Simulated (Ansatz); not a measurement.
# Worked example: HBr + InH(CH3)Cl → HCl + InH(CH3)Br

Species: HBr (hydrogen bromide), singlet; InH(CH3)Cl, singlet; HCl (hydrogen chloride), singlet; InH(CH3)Br, singlet. The partners trade Br for Cl: H–Br and In–Cl bonds give way to H–Cl and In–Br.

Shapes, held fixed at every level: PBE0-D4/def2-TZVP. Programs: Ansatz 0.2.0. The zero-point and thermal change to 298 K, harmonic and unscaled (PBE0-D4/def2-TZVP), is +1.6 kJ/mol.

At CCSD(T)/def2-TZVPP; 1 Eh = 2625.50 kJ/mol:

| species | energy (Eh) |
| --- | --- |
| HBr | -2573.308574 |
| InH(CH3)Cl | -689.691849 |
| HCl | -460.331246 |
| InH(CH3)Br | -2802.675883 |

Question: Work out ΔH(298 K) of the reaction at this level.

Answer: 
1. Products less reactants: (-460.331246) + (-2802.675883) − [(-2573.308574) + (-689.691849)] = -0.006706 Eh = -17.6 kJ/mol.
2. With the thermal change: -17.6 + (+1.6) = -16.0 kJ/mol.

Other levels give -16.7 (r2SCAN0-D4/def2-TZVPP) to -14.0 kJ/mol (CCSD(T)/def2-SVP). No measured value is set beside it here. For atoms past krypton def2 sets carry core potentials with scalar relativity. Relativity is left out for Br. Outer-core shells of Br, In are correlated, in sets that cover them unevenly.
